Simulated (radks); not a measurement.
The numbers below are computed, except where a source is named.
The bismuth ion Bi2+ inside a hard spherical wall (all orbitals vanish at R), configuration held at [Hg] 6p1 and not refilled when levels cross. Code: a radial shooting solver on a logarithmic mesh with Libxc functionals. Model: scalar-relativistic Kohn-Sham, PBE, spin-polarised, spherical densities, finite nucleus; open shells are filled with parallel spins first (spin-orbit coupling, left out, can overturn this in heavy ions); Fermi nuclear charge, rms radius 5.5211 fm. Eigenvalues in eV for spin up, with the zero of energy where the potential of the charges vanishes at infinity; a dash marks a level that is unbound or too diffuse for the functional's potential to be trusted. A positive occupied level is held by the wall or, in an anion where self-interaction has pushed it up, behind a barrier. The pressure on the wall is -dE/dV.

R (bohr),E (hartree),kinetic (hartree),e(5p),e(5d),e(6s),e(6p),"e(7s, empty)","e(6d, empty)",pressure (GPa)
free,-21523.4262,24394.360,-113.44,-44.603,-31.035,-19.594,-10.209,-9.090,0
12,-21523.4262,24394.360,-113.44,-44.603,-31.035,-19.594,-10.206,-9.088,< 0.0001
8,-21523.4261,24394.361,-113.43,-44.597,-31.031,-19.587,-9.806,-8.878,0.00730
6,-21523.4217,24394.405,-113.29,-44.465,-30.927,-19.404,-7.083,-7.511,0.535
5,-21523.3986,24394.588,-112.85,-44.051,-30.562,-18.704,-1.775,-4.888,4.65
4,-21523.2553,24395.510,-111.24,-42.553,-28.875,-15.640,13.336,2.677,46.5
3,-21522.2217,24400.946,-104.94,-36.637,-19.608,-1.194,62.949,28.607,652
